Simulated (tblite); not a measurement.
Record of a relaxation.

Species: C7H11B2N.
Numbering: `[CH2:1]=[CH:2][CH2:3][B:4]1[CH:5]=[CH:6][B:7]([NH2:8])[CH:9]=[CH:10]1` (hydrogens: H11, H12 on C1; H13 on C2; H14, H15 on C3; H16 on C5; H17 on C6; H18, H19 on N8; H20 on C9; H21 on C10)

Computed with GFN2-xTB (tblite), gas phase: L-BFGS steps from a force-field or distance-geometry start until the largest atomic force falls under 0.01 eV/Å. 8 of its 127 geometries are shown.

Step 0: E = -703.6073 eV, largest atomic force 3.235 eV/Å
```
atom  x, y, z in Å  |  force x, y, z in eV/Å
C1      3.620    0.034    0.651   -1.102   0.736  -1.206
C2      2.798    0.531   -0.316    2.404  -0.964   1.938
C3      1.776   -0.363   -0.845   -1.626   0.689  -1.219
B4      0.335    0.322   -0.580   -0.181  -1.470   0.627
C5     -0.037    0.727    0.908    0.868   0.283  -1.508
C6     -1.325    0.746    1.230   -0.832   0.844   0.728
B7     -2.478    0.391    0.263   -1.656  -1.635   0.238
N8     -3.863   -0.004    0.741    2.092  -1.283   0.000
C9     -2.068   -0.026   -1.201   -1.454   0.427   0.674
C10    -0.806   -0.062   -1.591    1.278   0.801   0.188
H11     4.390    0.654    1.081   -0.019  -0.246   0.179
H12     3.473   -1.001    0.997    0.350   0.810  -0.133
H13     2.916    1.562   -0.655   -0.172  -0.474  -0.042
H14     1.861   -0.526   -1.947    0.265  -0.061   0.719
H15     1.779   -1.321   -0.318    0.164   0.091  -0.274
H16     0.739    0.991    1.629   -0.228  -0.189  -0.085
H17    -1.566    1.034    2.243   -0.190  -0.042   0.439
H18    -4.144   -0.978    0.394    0.202   2.201   0.583
H19    -4.000    0.066    1.773    0.021  -0.127  -1.273
H20    -2.890   -0.270   -1.859   -0.004  -0.245  -0.394
H21    -0.519   -0.335   -2.598   -0.180  -0.146  -0.177
```

Step 18: E = -704.6908 eV, largest atomic force 0.111 eV/Å
```
atom  x, y, z in Å  |  force x, y, z in eV/Å
C1      3.681    0.055    0.698   -0.055   0.037  -0.045
C2      2.861    0.465   -0.255    0.063  -0.038  -0.007
C3      1.767   -0.354   -0.858    0.025   0.012  -0.037
B4      0.295    0.151   -0.545   -0.007  -0.031   0.007
C5     -0.072    0.729    0.847   -0.012   0.026  -0.002
C6     -1.355    0.773    1.241   -0.042  -0.024   0.080
B7     -2.470    0.175    0.324    0.000   0.107  -0.030
N8     -3.709   -0.177    0.836   -0.077  -0.044  -0.044
C9     -2.122   -0.065   -1.181   -0.041  -0.038   0.001
C10    -0.842   -0.051   -1.584   -0.004  -0.028   0.007
H11     4.454    0.692    1.098   -0.033  -0.056   0.009
H12     3.609   -0.939    1.116    0.020   0.080  -0.002
H13     2.961    1.466   -0.662   -0.013  -0.050   0.049
H14     1.929   -0.417   -1.939    0.038  -0.038   0.045
H15     1.828   -1.374   -0.458    0.058   0.022  -0.079
H16     0.705    1.065    1.529    0.001   0.054  -0.041
H17    -1.599    1.170    2.225    0.009  -0.058   0.017
H18    -4.434   -0.625    0.297    0.050   0.056   0.002
H19    -3.964   -0.055    1.801   -0.009   0.009   0.077
H20    -2.914   -0.269   -1.897    0.018  -0.012  -0.036
H21    -0.617   -0.245   -2.631    0.011   0.014   0.028
```

Step 36: E = -704.7030 eV, largest atomic force 0.051 eV/Å
```
atom  x, y, z in Å  |  force x, y, z in eV/Å
C1      3.670    0.061    0.708   -0.006   0.006   0.003
C2      2.864    0.465   -0.258   -0.001   0.003   0.010
C3      1.779   -0.354   -0.876   -0.006   0.008  -0.010
B4      0.301    0.139   -0.545    0.010  -0.014  -0.002
C5     -0.068    0.746    0.836    0.022  -0.019  -0.017
C6     -1.343    0.725    1.258    0.021   0.032   0.007
B7     -2.472    0.164    0.332    0.008   0.006   0.012
N8     -3.725   -0.147    0.836   -0.042  -0.027  -0.012
C9     -2.126   -0.079   -1.172    0.009  -0.003  -0.016
C10    -0.844   -0.087   -1.571    0.027  -0.013   0.002
H11     4.430    0.700    1.127   -0.003   0.009  -0.004
H12     3.606   -0.931    1.126   -0.016   0.005  -0.012
H13     2.955    1.470   -0.653    0.015  -0.002   0.017
H14     1.936   -0.389   -1.958    0.012   0.006   0.009
H15     1.868   -1.385   -0.515   -0.009   0.013  -0.011
H16     0.705    1.133    1.496   -0.005  -0.030  -0.007
H17    -1.578    1.090    2.255   -0.013  -0.007   0.005
H18    -4.465   -0.549    0.283    0.021   0.037   0.010
H19    -3.974   -0.041    1.805   -0.014   0.014   0.021
H20    -2.912   -0.268   -1.899   -0.016  -0.037  -0.006
H21    -0.615   -0.293   -2.615   -0.016   0.012   0.002
```

Step 54: E = -704.7157 eV, largest atomic force 0.055 eV/Å
```
atom  x, y, z in Å  |  force x, y, z in eV/Å
C1      3.613    0.086    0.745   -0.001  -0.005  -0.007
C2      2.861    0.520   -0.250   -0.010   0.000  -0.019
C3      1.811   -0.280   -0.948   -0.018  -0.004   0.013
B4      0.315    0.130   -0.589    0.016  -0.038   0.006
C5     -0.035    0.676    0.822    0.021  -0.005  -0.031
C6     -1.297    0.630    1.280    0.032   0.001   0.006
B7     -2.456    0.130    0.358   -0.014  -0.003   0.013
N8     -3.749   -0.026    0.835   -0.004   0.015   0.013
C9     -2.120   -0.194   -1.134    0.021  -0.020  -0.017
C10    -0.851   -0.171   -1.572    0.026   0.007   0.008
H11     4.347    0.709    1.229   -0.010   0.009  -0.007
H12     3.524   -0.920    1.122    0.002  -0.007   0.003
H13     2.968    1.538   -0.603    0.016   0.013   0.002
H14     1.989   -0.246   -2.027   -0.015   0.024   0.021
H15     1.916   -1.330   -0.649    0.010  -0.007  -0.027
H16     0.757    1.034    1.476   -0.033  -0.015   0.006
H17    -1.495    0.948    2.300   -0.049   0.015   0.019
H18    -4.518   -0.326    0.258   -0.003  -0.026  -0.012
H19    -4.023    0.142    1.788    0.020   0.033   0.018
H20    -2.915   -0.463   -1.826   -0.018   0.009  -0.021
H21    -0.651   -0.416   -2.614    0.012   0.003   0.014
```

Step 72: E = -704.7234 eV, largest atomic force 0.045 eV/Å
```
atom  x, y, z in Å  |  force x, y, z in eV/Å
C1      3.577    0.098    0.759    0.011   0.000   0.000
C2      2.859    0.550   -0.253   -0.017  -0.001  -0.003
C3      1.830   -0.235   -0.996   -0.014   0.000   0.008
B4      0.327    0.079   -0.577    0.006   0.017  -0.010
C5     -0.020    0.601    0.842   -0.005  -0.014  -0.006
C6     -1.288    0.581    1.286   -0.001   0.009   0.014
B7     -2.456    0.108    0.361    0.003   0.005  -0.011
N8     -3.760    0.060    0.832    0.007   0.012  -0.007
C9     -2.112   -0.277   -1.115    0.011  -0.006  -0.011
C10    -0.841   -0.251   -1.548    0.010  -0.012   0.002
H11     4.291    0.716    1.278    0.007   0.016   0.008
H12     3.481   -0.914    1.117    0.000  -0.011  -0.021
H13     2.971    1.579   -0.576    0.016  -0.006   0.000
H14     1.974   -0.096   -2.072    0.000   0.004   0.015
H15     1.985   -1.302   -0.798    0.015   0.003  -0.009
H16     0.768    0.939    1.510   -0.011  -0.013  -0.010
H17    -1.495    0.901    2.304   -0.018   0.021   0.035
H18    -4.545   -0.236    0.276    0.006   0.010   0.002
H19    -4.020    0.329    1.767   -0.003  -0.025  -0.009
H20    -2.900   -0.555   -1.812   -0.022   0.010   0.009
H21    -0.635   -0.503   -2.586   -0.001  -0.020   0.006
```

Step 90: E = -704.7280 eV, largest atomic force 0.016 eV/Å
```
atom  x, y, z in Å  |  force x, y, z in eV/Å
C1      3.569    0.104    0.752   -0.006   0.000   0.002
C2      2.858    0.588   -0.251   -0.013  -0.001  -0.002
C3      1.840   -0.180   -1.027   -0.004   0.001   0.000
B4      0.333    0.024   -0.556    0.008  -0.008   0.004
C5     -0.015    0.524    0.872   -0.003  -0.001  -0.001
C6     -1.288    0.572    1.297   -0.005   0.005  -0.001
B7     -2.460    0.138    0.358   -0.007  -0.009  -0.008
N8     -3.770    0.133    0.811   -0.001   0.007   0.008
C9     -2.112   -0.307   -1.100    0.013   0.001  -0.009
C10    -0.834   -0.358   -1.510    0.012  -0.005   0.000
H11     4.268    0.709    1.305    0.013  -0.002  -0.008
H12     3.473   -0.922    1.070    0.008  -0.006  -0.004
H13     2.973    1.626   -0.538   -0.014  -0.001   0.006
H14     1.945    0.051   -2.091    0.007   0.003   0.000
H15     2.045   -1.251   -0.924    0.004   0.003   0.006
H16     0.778    0.825    1.552    0.005   0.003  -0.007
H17    -1.498    0.911    2.309    0.000   0.003   0.013
H18    -4.556   -0.143    0.245   -0.007  -0.005  -0.004
H19    -4.033    0.399    1.745   -0.012   0.007   0.005
H20    -2.902   -0.589   -1.793   -0.003   0.001   0.010
H21    -0.623   -0.682   -2.527    0.003   0.003  -0.009
```

Step 108: E = -704.7309 eV, largest atomic force 0.045 eV/Å
```
atom  x, y, z in Å  |  force x, y, z in eV/Å
C1      3.630    0.092    0.714    0.005  -0.009  -0.031
C2      2.841    0.597   -0.219   -0.022  -0.016  -0.003
C3      1.839   -0.179   -1.007   -0.037   0.002  -0.013
B4      0.328   -0.002   -0.535    0.011  -0.031  -0.008
C5     -0.028    0.509    0.887    0.017   0.019  -0.026
C6     -1.304    0.594    1.297   -0.004  -0.009   0.007
B7     -2.473    0.158    0.355   -0.039  -0.006  -0.004
N8     -3.792    0.158    0.787   -0.010  -0.007   0.011
C9     -2.116   -0.313   -1.092   -0.004   0.001   0.002
C10    -0.836   -0.393   -1.489    0.022  -0.008  -0.004
H11     4.320    0.700    1.274    0.014   0.019   0.010
H12     3.620   -0.959    0.955   -0.005  -0.003   0.002
H13     2.871    1.658   -0.436    0.010  -0.005   0.021
H14     1.939    0.077   -2.065   -0.004   0.014  -0.009
H15     2.070   -1.248   -0.932   -0.001   0.012   0.028
H16     0.767    0.803    1.567   -0.011   0.003   0.020
H17    -1.514    0.952    2.302   -0.017   0.012   0.032
H18    -4.561   -0.145    0.210    0.024   0.030   0.024
H19    -4.083    0.439    1.710    0.026  -0.007  -0.028
H20    -2.908   -0.590   -1.786    0.020  -0.009  -0.002
H21    -0.621   -0.737   -2.498    0.005  -0.001  -0.030
```

Step 126: E = -704.7346 eV, largest atomic force 0.009 eV/Å
```
atom  x, y, z in Å  |  force x, y, z in eV/Å
C1      3.688    0.086    0.657    0.000   0.001  -0.003
C2      2.810    0.624   -0.170    0.004  -0.001  -0.005
C3      1.834   -0.138   -1.001    0.002   0.000   0.001
B4      0.324   -0.050   -0.509    0.003   0.005   0.002
C5     -0.041    0.461    0.911    0.003  -0.005   0.003
C6     -1.321    0.567    1.303   -0.001   0.004   0.000
B7     -2.484    0.155    0.343    0.001  -0.002   0.008
N8     -3.807    0.250    0.749   -0.006   0.002   0.000
C9     -2.113   -0.386   -1.077   -0.003   0.001   0.004
C10    -0.829   -0.491   -1.454   -0.001  -0.003   0.003
H11     4.354    0.683    1.257    0.009   0.002  -0.002
H12     3.776   -0.983    0.774   -0.004  -0.002  -0.003
H13     2.745    1.703   -0.257    0.003  -0.007  -0.003
H14     1.907    0.199   -2.040    0.006   0.002   0.006
H15     2.115   -1.197   -1.005   -0.004   0.005  -0.001
H16     0.748    0.745    1.602   -0.003   0.005   0.005
H17    -1.540    0.938    2.303   -0.006  -0.005   0.000
H18    -4.589   -0.010    0.171   -0.002  -0.002  -0.004
H19    -4.085    0.582    1.658   -0.003   0.002  -0.004
H20    -2.897   -0.688   -1.769    0.002  -0.002  -0.001
H21    -0.604   -0.878   -2.446    0.001   0.000  -0.005
```

**Question.** Summarise the path.

**Answer.** The energy falls by 1.1273 eV from step 0 to step 126; nine tenths of that is first reached at step 12. It falls at every step. The largest force goes from 3.235 to 0.009 eV/Å. Among the bonds B7–N8 changes most, from 1.517 to 1.387 Å; the atoms move by 0.459 Å rms after alignment.

**Question.** Follow the three bonds and two angles with the largest change from start to end.

**Answer.** 
```
step  E above end (eV)  largest force (eV/Å)  B7–N8 (Å)  N8–H18 (Å)  C1=C2 (Å)  B7–N8–H18 (°)  B7–N8–H19 (°)
   0            1.1273                 3.235      1.517       1.072      1.363          111.9          114.5
   5            0.2559                 0.526      1.390       1.004      1.316          120.7          124.1
  11            0.1167                 0.338      1.383       1.001      1.322          121.9          122.8
  16            0.0509                 0.174      1.390       1.009      1.321          124.0          123.4
  22            0.0383                 0.053      1.387       1.006      1.320          123.5          123.2
  27            0.0354                 0.083      1.386       1.007      1.322          123.4          123.9
  33            0.0328                 0.054      1.387       1.006      1.321          123.6          123.5
  38            0.0310                 0.035      1.387       1.007      1.321          123.7          123.3
  44            0.0277                 0.071      1.386       1.006      1.321          123.1          124.2
  49            0.0218                 0.075      1.388       1.007      1.321          122.7          124.4
  55            0.0184                 0.061      1.387       1.007      1.321          123.4          124.0
  60            0.0153                 0.065      1.388       1.007      1.322          123.4          123.2
  66            0.0124                 0.030      1.387       1.007      1.321          123.8          123.5
  71            0.0114                 0.034      1.387       1.007      1.321          123.7          123.3
  77            0.0094                 0.041      1.387       1.007      1.321          124.1          123.1
  82            0.0076                 0.038      1.387       1.006      1.321          124.0          123.2
  88            0.0068                 0.023      1.387       1.007      1.321          123.7          123.4
  93            0.0064                 0.025      1.386       1.007      1.321          123.6          123.4
  99            0.0060                 0.023      1.387       1.007      1.321          123.6          123.6
 104            0.0052                 0.039      1.387       1.007      1.321          123.5          123.6
 110            0.0030                 0.036      1.387       1.007      1.321          123.1          124.1
 115            0.0021                 0.039      1.387       1.007      1.321          123.3          123.9
 121            0.0004                 0.037      1.387       1.007      1.321          123.5          123.5
 126            0.0000                 0.009      1.387       1.007      1.321          123.7          123.4
```

The cost below is that of the whole relaxation. Time: 1.0 s. Hardware: Arm Neoverse V1, one thread, shared host.
